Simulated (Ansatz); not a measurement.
Ansatz (a program for electronic structure) input (wB97X/def2-TZVPD):

Ansatz 0.2 input:
```yaml
crystal:
  periodic: [false, false, false]
  atoms:
    - {symbol: Sr, position_ang: [0.21449557, -0.11091325, -0.16384596]}
    - {symbol: F, position_ang: [-0.68239543, 1.67362700, -0.92907557]}
    - {symbol: F, position_ang: [-0.22325252, -1.20532662, 1.62086962]}
basis:
  gaussian:
    orbitals: def2-TZVPD
hamiltonian:
  xc: {name: wB97X}
```

End of the output:

```
integrals: 0.05 GiB planned
707 factors; their error is unknown
integrals: 0.09 GiB planned
215 factors; integrals over basis functions are off by at most 3.1e-5 eV
mean field: 0.40 GiB planned
mean field evaluation 1: about -6268.1709 eV, gradient 6.6e1 eV
mean field evaluation 2: about -6261.5986 eV, gradient 1.0e2 eV
mean field evaluation 4: about -6275.1389 eV, gradient 1.3e0 eV
mean field evaluation 8: about -6275.1517 eV, gradient 5.7e-2 eV
mean field evaluation 16: about -6275.1518 eV, gradient 3.1e-5 eV
mean field -6275.15177601 eV, -230.6075743176 hartree, gradient 1.4e-5 eV, S^2 0.000000; 0 other end points of the search recorded, 0 dependent functions left out
reference -6275.15173932 eV, -230.6075729694 hartree; 14, 14 occupied and 99, 99 virtual orbitals, 707 factors
Total energy: -6275.15173932 eV, -230.6075729694 hartree
```
